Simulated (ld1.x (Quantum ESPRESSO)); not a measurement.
**Logarithmic derivatives: Pm, TM**

* Element: Pm (Z = 61)
* Generator: ld1.x (Quantum ESPRESSO) 7.5
* Type: norm-conserving Troullier–Martins (Kleinman–Bylander form)
* Functional: PBE
* Relativity: scalar-relativistic
* Frozen core: [Kr] 4d10
* Valence charge: 15
* Reference configuration: 4f4 5s2 5p6 5d1 6s2 6p0
* Partial waves: 5p (bound): rc 2.35 bohr; 5d (bound): rc 2.35 bohr; 4f (bound): rc 1.50 bohr; 5s (bound): rc 1.55 bohr
* Local potential: the s channel
* Core correction: none

Occupied shells without a wave of their own: 6s. They enter only through the test configuration that unscreens the potential.

The phase is arctan(r·u′/u) with u = r·R(r), unwrapped; energies in Ry, scanned from -5 to 5 Ry. A pole is an energy at which the radial function vanishes at the test radius. The pseudo phase is shifted by a multiple of π to meet the all-electron one at the reference energy, and phase errors are pseudo minus all-electron; the curves can meet again beyond the range given. Levels narrower than the energy grid can be missing from the lists of poles.

```
channel  radius (bohr)  reference energy (Ry)  poles, all-electron  poles, pseudo  unbroken range about the reference energy with phases within 0.05 rad  phase error 1 Ry above the reference energy (rad)
      s           2.54                  -3.32          -3.09, 4.98    -3.09, 4.47                                                              below 0.3                                             -0.001
      p           2.54                  -1.86                -1.36          -1.37                                                              below 1.3                                             -0.002
      d           2.54                  -0.21                 1.25           1.24                                                              below 3.7                                             -0.002
      f           2.54                  -0.55          -0.47, 4.60          -0.47                                                              below 1.4                                             +0.007
```

Phases in the p channel:

```tsv
E (Ry)	all-electron	pseudo
-5.00	1.361	1.361
-4.48	1.341	1.340
-3.96	1.312	1.311
-3.44	1.264	1.263
-2.92	1.164	1.162
-2.40	0.765	0.762
-1.88	-1.184	-1.184
-1.36	-1.572	-1.573
-0.84	-1.684	-1.686
-0.32	-1.755	-1.760
0.20	-1.824	-1.833
0.72	-1.912	-1.930
1.24	-2.056	-2.100
1.76	-2.358	-2.496
2.28	-3.103	-3.417
2.80	-3.947	-4.119
3.32	-4.306	-4.386
3.84	-4.463	-4.511
4.36	-4.550	-4.583
4.88	-4.606	-4.632
```
